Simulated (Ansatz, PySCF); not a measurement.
Reaction (SMILES): C[Si](C)[SiH3] -> C[Si-](C)[SiH3] (an electron is taken up)
Geometries: B3LYP-D3(BJ)/def2-TZVP minima from Ansatz (an electronic-structure program). Frequencies are from Ansatz or PySCF.
Geometry of the first species:
SMILES: [Si](C)([SiH3])C
```xyz
13

C     -1.4516     1.4663     0.1755
Si    -0.4017     0.0479    -0.4972
C     -1.2895    -1.6007    -0.2507
Si     1.7655     0.0403     0.3813
H     -1.6414     1.3294     1.2447
H     -2.4175     1.5098    -0.3320
H     -0.9540     2.4276     0.0412
H     -1.4770    -1.7800     0.8126
H     -0.6972    -2.4325    -0.6341
H     -2.2529    -1.6042    -0.7647
H      1.8017    -0.1629     1.8572
H      2.5588    -1.0491    -0.2413
H      2.4329     1.3339     0.0899
```
Charge 0, spin multiplicity 2.

Quantity: adiabatic electron affinity (0 K, with B3LYP-D3(BJ) harmonic zero-point energies), positive where the reaction releases energy, in eV. Correlated levels leave the core frozen unless marked. Open shells are spin-unrestricted. Spin-orbit coupling is left out. No relativistic terms. Anions need diffuse functions: aug- sets have them; def2-D sets add few; the other sets have none. CBS(X,Y): correlation extrapolated as X^-3; Hartree-Fock from the larger set. [CCSD(T)-MP2]/basis is that difference in the basis named.

| level | program | adiabatic electron affinity (eV) |
|---|---|---|
| revPBE-D3(BJ)/def2-TZVPD | Ansatz + dftd3 | [?] |
| B97M-V/def2-TZVPD | Ansatz | 1.43 |
| PBE0-D4/def2-TZVPD | Ansatz + dftd4 | [?] |
| r2SCANh/def2-TZVPD | Ansatz | 1.14 |
| CCSD/cc-pwCVTZ | Ansatz | 1.14 |
| CCSD/cc-pV(Q+d)Z | Ansatz | [?] |
| RI-MP2/CBS(aug-cc-pV(T+d)Z,aug-cc-pV(Q+d)Z)+[CCSD(T)-MP2]/aug-cc-pV(T+d)Z | Ansatz | 1.43 |

Q: Some entries are withheld; supply them.

A: 
- revPBE-D3(BJ)/def2-TZVPD, adiabatic electron affinity (eV): 1.30
- PBE0-D4/def2-TZVPD, adiabatic electron affinity (eV): 1.26
- CCSD/cc-pV(Q+d)Z, adiabatic electron affinity (eV): 1.22
